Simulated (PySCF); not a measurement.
UHF on In⁺ (indium, charge +1)

Configuration: [Kr] 4d10 5s1 5d1, high-spin 3D determinant (an excited configuration). Calculation: PySCF 2.14, in aug-cc-pVTZ-PP with one added diffuse shell each of d, f type with ECP28MDF (6s5p5d3f, 67 functions); a scalar-relativistic core potential.

- Total energy: -188.610398 hartree
- One-electron energy: -325.5607 hartree
- Hartree (Coulomb) energy: 152.5185 hartree
- Exchange energy: -15.5682 hartree
- ⟨S²⟩: 2.0007
- ⟨L²⟩: 6.000
- Sum of ⟨r⟩: 27.04 bohr
- Sum of ⟨r²⟩: 65.32 bohr²
- Traceless quadrupole moment −½Σ⟨3z² − r²⟩ along its main axis: 10.0 e·bohr²

```json
{"shell": "4s α", "electrons": "1", "mean orbital energy (eV)": "-158.51", "spread (eV)": "0", "rms radius, mean of both spins (bohr)": "0.913"}
{"shell": "4s β", "electrons": "1", "mean orbital energy (eV)": "-158.15", "spread (eV)": "0", "rms radius, mean of both spins (bohr)": "0.913"}
{"shell": "4p α", "electrons": "3", "mean orbital energy (eV)": "-110.95", "spread (eV)": "0.032", "rms radius, mean of both spins (bohr)": "0.994"}
{"shell": "4p β", "electrons": "3", "mean orbital energy (eV)": "-110.80", "spread (eV)": "0.079", "rms radius, mean of both spins (bohr)": "0.994"}
{"shell": "4d α", "electrons": "5", "mean orbital energy (eV)": "-39.780", "spread (eV)": "0.120", "rms radius, mean of both spins (bohr)": "1.25"}
{"shell": "4d β", "electrons": "5", "mean orbital energy (eV)": "-39.511", "spread (eV)": "0.109", "rms radius, mean of both spins (bohr)": "1.25"}
{"shell": "5s α", "electrons": "1", "mean orbital energy (eV)": "-21.452", "spread (eV)": "0", "rms radius, mean of both spins (bohr)": "2.61"}
{"shell": "5d α", "electrons": "1", "mean orbital energy (eV)": "-5.911", "spread (eV)": "0", "rms radius, mean of both spins (bohr)": "5.93"}
```

Energies and moments cover only the electrons outside the core potential. The outer electron is Rydberg-like, and this basis confines it to a smaller radius and binds it less than a complete one would.
